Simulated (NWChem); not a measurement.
Everything below was run with NWChem. System: HFSn, charge 0, spin multiplicity 1, at a geometry optimised with PBE/def2-SVP with def2 effective core potentials on Sn. The structure started from a generated list of species. Level: PBE0/def2-TZVPP with def2 effective core potentials on Sn.

Input file:

```
start mol
memory heap 200 mb stack 900 mb global 1100 mb
geometry units angstroms nocenter noautoz
  Sn    -0.223050     0.195263     0.000000
  H      1.007231     1.535899     0.000000
  F      1.127253    -1.255447     0.000000
  symmetry group Cs
end
basis spherical
  * library def2-tzvpp
end
ecp
  Sn library def2-ecp
end
dft
  xc pbe0
  semidirect memsize 60000000 filesize 0
  iterations 100
end
task dft energy
```

NWChem printed:

```
             Northwest Computational Chemistry Package (NWChem) 7.3.0
             --------------------------------------------------------

                                NWChem Input Module
                                -------------------

 Scaling coordinates for geometry "geometry" by  1.889725989
 (inverse scale =  0.529177249)

 Turning off AUTOSYM since
 SYMMETRY directive was detected!

                             Geometry "geometry" -> ""
                             -------------------------

 Output coordinates in angstroms (scale by  1.889725989 to convert to a.u.)

  No.       Tag          Charge          X              Y              Z
 ---- ---------------- ---------- -------------- -------------- --------------
    1 Sn                  50.0000    -0.22305000     0.19526300     0.00000000
    2 H                    1.0000     1.00723100     1.53589900     0.00000000
    3 F                    9.0000     1.12725300    -1.25544700     0.00000000

 Effective nuclear repulsion energy (a.u.)     136.3987852053

            Nuclear Dipole moment (a.u.)
            ----------------------------
        X                 Y               Z
 ---------------- ---------------- ----------------
     0.0000151178     0.0000491329     0.0000000000

      Symmetry information
      --------------------

 Group name             Cs
 Group number              2
 Group order               2
 No. of unique centers     3

      Symmetry unique atoms

     1    2    3


 Summary of "ao basis" -> "" (spherical)
 ------------------------------------------------------------------------------
       Tag                 Description            Shells   Functions and Types
 ---------------- ------------------------------  ------  ---------------------
 *                         def2-tzvpp                 on all atoms

                                 NWChem DFT Module
                                 -----------------

 Summary of "ao basis" -> "ao basis" (spherical)
 ------------------------------------------------------------------------------
       Tag                 Description            Shells   Functions and Types
[...]
              MO Center= -3.6D-02,  4.8D-01, -3.6D-15, r^2= 3.2D+00
   Bfn.  Coefficient  Atom+Function         Bfn.  Coefficient  Atom+Function
  ----- ------------  ---------------      ----- ------------  ---------------
     6      0.363738  1 Sn s                  5      0.343283  1 Sn s
     2      0.261393  1 Sn s                 16     -0.262349  1 Sn px
    52     -0.261026  2 H  s                 53     -0.254685  2 H  s
    10      0.232323  1 Sn px                 3     -0.217494  1 Sn s
    13     -0.212919  1 Sn px                 1     -0.165021  1 Sn s

 Vector   17  Occ=0.000000D+00  E=-1.087501D-01  Symmetry=a"
              MO Center= -2.5D-01,  2.5D-01,  6.7D-14, r^2= 3.5D+00
   Bfn.  Coefficient  Atom+Function         Bfn.  Coefficient  Atom+Function
  ----- ------------  ---------------      ----- ------------  ---------------
    18      0.513963  1 Sn pz                12     -0.348612  1 Sn pz
    21      0.342905  1 Sn pz                15      0.320862  1 Sn pz
    72     -0.122093  3 F  pz                78     -0.108640  3 F  pz
    75     -0.093561  3 F  pz                 9     -0.049005  1 Sn pz
    33      0.044126  1 Sn d -1              35      0.037747  1 Sn d  1

 Vector   18  Occ=0.000000D+00  E=-2.978538D-02  Symmetry=a'
              MO Center= -3.7D-01,  3.2D-01,  6.8D-16, r^2= 5.1D+00
   Bfn.  Coefficient  Atom+Function         Bfn.  Coefficient  Atom+Function
  ----- ------------  ---------------      ----- ------------  ---------------
    20      0.581193  1 Sn py                19     -0.330994  1 Sn px
    17      0.262738  1 Sn py                11     -0.219567  1 Sn py
    14      0.217009  1 Sn py                 5     -0.187973  1 Sn s
    53     -0.171838  2 H  s                 32     -0.159837  1 Sn d -2
    69      0.151243  3 F  s                 13     -0.133238  1 Sn px

 Vector   19  Occ=0.000000D+00  E= 3.029237D-02  Symmetry=a'
              MO Center= -3.9D-01,  2.4D-01, -1.3D-14, r^2= 5.9D+00
   Bfn.  Coefficient  Atom+Function         Bfn.  Coefficient  Atom+Function
  ----- ------------  ---------------      ----- ------------  ---------------
    53      1.320939  2 H  s                 19     -0.815552  1 Sn px
     6     -0.571504  1 Sn s                 17     -0.481976  1 Sn py
    20     -0.412500  1 Sn py                 5     -0.408114  1 Sn s
    16     -0.278200  1 Sn px                 2     -0.217250  1 Sn s
     3      0.176782  1 Sn s                  4      0.150797  1 Sn s

 center of mass
 --------------
 x =  -0.05298709 y =   0.00984262 z =   0.00000000

 moments of inertia (a.u.)
 ------------------
         131.462644919231         108.711882132310           0.000000000000
         108.711882132310         110.421056074569           0.000000000000
           0.000000000000           0.000000000000         241.883700993800

     Multipole analysis of the density
     ---------------------------------

     L   x y z        total         alpha         beta         nuclear
     -   - - -        -----         -----         ----         -------
     0   0 0 0     -0.000000    -16.000000    -16.000000     32.000000

     1   1 0 0     -0.957013     -6.379562     -6.379562     11.802110
     1   0 1 0      0.683097      5.507434      5.507434    -10.331771
     1   0 0 1     -0.000000     -0.000000     -0.000000      0.000000

     2   2 0 0    -25.279937    -36.825603    -36.825603     48.371269
     2   1 1 0      0.676845     22.029116     22.029116    -43.381388
     2   1 0 1      0.000000      0.000000      0.000000      0.000000
     2   0 2 0    -25.068959    -43.572596    -43.572596     62.076233
     2   0 1 1     -0.000000     -0.000000     -0.000000      0.000000
     2   0 0 2    -19.320758     -9.660379     -9.660379      0.000000

 Task  times  cpu:        4.4s     wall:        4.4s

 Total times  cpu:        4.5s     wall:        4.5s
```
